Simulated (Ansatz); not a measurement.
## Interaction energy ladder

The pair of K⁺ (SMILES [K+], atom 1) and PH$_{3}$ (SMILES P, atoms 2–5), both closed shells, in one local arrangement (a lower one may exist), relaxed at PBE0-D4/def2-TZVP:

K1  (0.038, -0.002, -3.102)
P2  (-0.002, 0.000, 0.238)
H3  (-0.524, 1.105, 0.947)
H4  (1.200, -0.108, 0.971)
H5  (-0.712, -0.994, 0.946)
(Å)

Ansatz 0.2.0; basis: def2-TZVPPD, with def2-QZVPPD for the basis limit; cores frozen in the correlated methods. The outer core shell of Li, Na, Mg and K is correlated. The def2 sets are not built for correlating such inner shells, so the correlated values are less sure here. B3LYP uses VWN-RPA correlation. Extrapolation: Hartree–Fock as exp(−7.88 √X), correlation as X^−2.97. Interaction energies count from these two fragments, frozen as in the pair, with the counterpoise correction; negative means bound.

Problem. What is the interaction energy by CCSD(T) at an estimated basis limit (MP2 extrapolated from triple and quadruple zeta, plus CCSD(T) − MP2 in triple zeta)? (To be estimated.)

Solution. Computed: -48.5 kJ/mol. Hartree–Fock alone gives -43.6 kJ/mol at the basis limit. It counts from the two fragments frozen as in the pair.

The same quantity by other methods in triple zeta, and each one's difference from that estimate:
```tsv
method	E_int (kJ/mol)	difference
PBE-D4	-51.3	-2.7
revPBE-D4	-48.1	0.4
BLYP-D4	-48.5	0.1
r2SCAN-D4	-47.7	0.9
B97M-V	-45.8	2.7
PBE0-D4	-51.0	-2.4
B3LYP-D4	-49.5	-0.9
HSE06-D4	-51.0	-2.5
wB97X-V	-49.9	-1.4
wB97M-V	-46.9	1.7
B2PLYP	-45.9	2.6
HF	-42.9	5.6
MP2	-45.4	3.1
CCSD	-44.0	4.5
CCSD(T)	-44.3	4.3
```
Differences are method less estimate.

Problem. Which atoms make the shortest contact between the fragments?

Solution. K1 and P2, 3.34 Å apart.

Energy to bend the free fragments (PBE0-D4 minima) into their shapes in the pair, CCSD(T)/def2-TZVPPD: PH$_{3}$ 1.4 kJ/mol. This must be added to the interaction energy to get the binding energy from relaxed fragments.

Basis-set superposition shift (counterpoise-corrected less uncorrected): CCSD(T) 1.7; MP2 1.6; HF 0.2; PBE0-D4 0.4; wB97M-V 0.5 kJ/mol.

No T1 diagnostic of these runs exceeds 0.014.

For scale, one of the runs: CCSD(T)/def2-TZVPPD, 135 basis functions, launched by `ansatz run in.yaml --threads 2 --pin off --events-out ev --progress --plain --max-ram 5222MiB`. Time: 3.8 s of wall clock on 2 CPU threads of an Intel Xeon 6975P-C; the host was shared. Peak host memory: 0.8 GiB.
